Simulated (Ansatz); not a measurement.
`CCNCS` and `CCN[SiH2]Cl` differ in one atom or group.

Ansatz, PBE0-D4/def2-TZVP geometries, multiplicity 1. Each molecule was computed in one conformer, which needn't be the lowest.

```json
{"property": "size of the dipole moment (B3LYP/def2-TZVPP) / D", "`CCNCS`": "1.84"}
{"property": "HOMO energy (PBE/def2-TZVPP) / eV", "`CCNCS`": "-5.21"}
{"property": "size of the dipole moment (ωB97M-V/def2-TZVPP) / D", "`CCNCS`": "1.82"}
{"property": "LUMO energy (PBE/def2-TZVPP) / eV", "`CCNCS`": "-0.36"}
{"property": "HOMO energy (B3LYP/def2-TZVPP) / eV", "`CCNCS`": "-6.36"}
{"property": "size of the dipole moment (PBE/def2-TZVPP) / D", "`CCNCS`": "1.82"}
```

(1) What does the change do to each property? (An estimate is asked.)

Results:

(1) The calculation gave: 
| property | `CCN[SiH2]Cl` | shift |
| --- | --- | --- |
| size of the dipole moment (B3LYP/def2-TZVPP) / D | 2.22 | 0.38 |
| HOMO energy (PBE/def2-TZVPP) / eV | -5.95 | -0.74 |
| size of the dipole moment (ωB97M-V/def2-TZVPP) / D | 2.21 | 0.39 |
| LUMO energy (PBE/def2-TZVPP) / eV | -0.25 | 0.11 |
| HOMO energy (B3LYP/def2-TZVPP) / eV | -7.07 | -0.71 |
| size of the dipole moment (PBE/def2-TZVPP) / D | 2.23 | 0.41 |

Dipoles are sizes alone; their direction can turn.

B3LYP here is the variant with VWN-RPA as its local correlation; programs differ in this.
